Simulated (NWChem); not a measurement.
Species: CH5AlSe; SMILES [CH3][AlH][SeH]

```xyz
8

Al    -0.6118    -1.1079     0.0000
H     -2.1817    -1.3484     0.0000
C      0.7197    -2.5480     0.0000
H      0.5931    -3.1923    -0.8802
H      0.5931    -3.1923     0.8802
H      1.7524    -2.1827     0.0000
Se     0.1217     1.1162     0.0000
H     -1.2585     1.6551     0.0000
```
Atoms are numbered in this order, from 1.

Coordinates come from a B3LYP/6-31G* (spherical d) optimisation.

Symmetry labels are those of Cs in the frame above (b1 and b2, or b-type labels, depend on it).

Problem. List the 4 lowest vertical singlet excitations from B3LYP/6-31G* (spherical d), TDA (NWChem).

Solution. 
| state | energy (eV) | oscillator strength | symmetry | leading excitation (squared amplitude) |
|---|---|---|---|---|
| S1 | 5.15 | 0.095 | a' | HOMO → LUMO (0.92) |
| S2 | 5.54 | 0.000 | a" | HOMO−1 → LUMO (0.92) |
| S3 | 5.69 | 0.000 | a" | HOMO−2 → LUMO (0.95) |
| S4 | 5.93 | 0.032 | a" | HOMO → LUMO+1 (0.81) |
